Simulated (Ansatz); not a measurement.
AlBFH$_{4}$NOSi, relaxed with RKS PBE-D4/def2-SVP in Ansatz from a rough embedded geometry. The force threshold is 0.03 eV/Å; the program also tests the step.

Total charge 0; spin multiplicity 1.

Start:

```xyz
10

B    -0.392   -1.292   -0.751
N     0.718   -0.467   -0.138
Si    0.081    0.213    1.343
O     0.158    1.838    0.896
Al    0.723    1.320   -0.861
F     0.329    1.953   -2.507
H    -0.820   -2.209   -0.240
H    -0.516   -1.181   -1.950
H    -1.310   -0.198    1.716
H     1.029    0.023    2.493
```

(1) By how much does the energy fall, and how many steps does the optimiser take? (Best estimate.)

(2) Which bonds change most? (Best estimate.)

(3) Give the relaxed structure. (Best estimate.)

Results:

(1) Computed: 154.10 kJ/mol, in 8 steps, 1 of them rejected.

(2) The calculation gave: O4–Al5 from 1.917 to 1.752 Å; Al5–F6 from 1.807 to 1.659 Å; B1–N2 from 1.513 to 1.414 Å; N2–Al5 from 1.928 to 1.833 Å.

(3) The calculation gave: 
```xyz
10

B    -0.314   -1.534   -0.895
N    -0.037   -0.273   -0.317
Si    0.016    0.334    1.381
O     0.392    1.919    0.868
Al    0.373    1.442   -0.817
F     0.634    2.297   -2.215
H    -0.585   -2.490   -0.182
H    -0.285   -1.668   -2.108
H    -1.307    0.251    2.084
H     1.112   -0.279    2.201
```
